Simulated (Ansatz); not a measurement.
Geometry optimisation, RKS B3LYP-D4/6-31G* (Ansatz 0.2.0).

Input file:

```yaml
crystal:
  periodic: [false, false, false]
  atoms:
    - { symbol: C, position_ang: [-1.2731, -1.1255, -0.2199] }
    - { symbol: C, position_ang: [-0.0205, -0.6501, 0.4438] }
    - { symbol: C, position_ang: [0.8004, -1.8852, 0.7345] }
    - { symbol: F, position_ang: [-0.286, -0.0946, 1.6531] }
    - { symbol: Si, position_ang: [0.9393, 0.6812, -0.5122] }
    - { symbol: Si, position_ang: [-0.2447, 2.6756, -0.4299] }
    - { symbol: H, position_ang: [-1.8239, -1.8107, 0.3927] }
    - { symbol: H, position_ang: [-1.1047, -1.5116, -1.2222] }
    - { symbol: H, position_ang: [-2.0032, -0.2186, -0.3162] }
    - { symbol: H, position_ang: [1.1525, -2.3993, -0.1423] }
    - { symbol: H, position_ang: [1.7187, -1.6205, 1.3431] }
    - { symbol: H, position_ang: [0.2904, -2.5887, 1.3826] }
    - { symbol: H, position_ang: [2.2436, 0.9015, 0.0847] }
    - { symbol: H, position_ang: [1.1154, 0.2596, -1.8878] }
    - { symbol: H, position_ang: [-1.603, 2.4483, -1.0032] }
    - { symbol: H, position_ang: [0.4535, 3.7347, -1.2191] }
    - { symbol: H, position_ang: [-0.3736, 3.2033, 0.9587] }
basis:
  gaussian: { orbitals: "6-31G*" }
hamiltonian:
  xc: b3lyp
  dispersion: d4
relax:
  f_tol: 0.015
  max_steps: 40
output:
  orbitals: {}
```

Run as:

```bash
$ ansatz run input.yaml --threads 2 --pin off --max-ram 3072MiB --backend cpu --events-out ev --progress --plain --runs-dir out
```

Where does it end, and by what steps?

The forces met the threshold. The force dipped under the threshold on the way, but the program's further checks kept it going. After 12 steps the energy has fallen by 0.391 eV; H15 moved furthest, 0.34 Å.

```csv
step,energy less start (eV),largest force component (eV/Å),accepted
0,0.0000,2.997,yes
1,-0.3281,0.955,yes
2,-0.3775,0.282,yes
3,-0.3840,0.123,yes
4,-0.3857,0.093,yes
5,-0.3871,0.059,yes
6,-0.3882,0.074,yes
7,-0.3890,0.040,yes
8,-0.3898,0.011,yes
9,-0.3902,0.031,yes
10,-0.3903,0.021,yes
11,-0.3905,0.026,yes
12,-0.3905,0.013,yes
```

```xyz
17
Properties=species:S:1:pos:R:3
C -1.301 -1.104 -0.302
C -0.021 -0.677 0.406
C 0.835 -1.869 0.813
F -0.418 -0.024 1.616
Si 0.957 0.680 -0.547
Si -0.240 2.687 -0.368
H -1.873 -1.782 0.342
H -1.071 -1.628 -1.236
H -1.936 -0.244 -0.538
H 1.200 -2.405 -0.071
H 1.701 -1.549 1.402
H 0.245 -2.568 1.419
H 2.309 0.818 0.064
H 1.139 0.268 -1.970
H -1.679 2.448 -0.670
H 0.270 3.707 -1.327
H -0.135 3.239 1.008
```

The run took 74 s on 2 threads of Arm Neoverse V1, with other jobs on the host, peak memory 0.32 GiB.
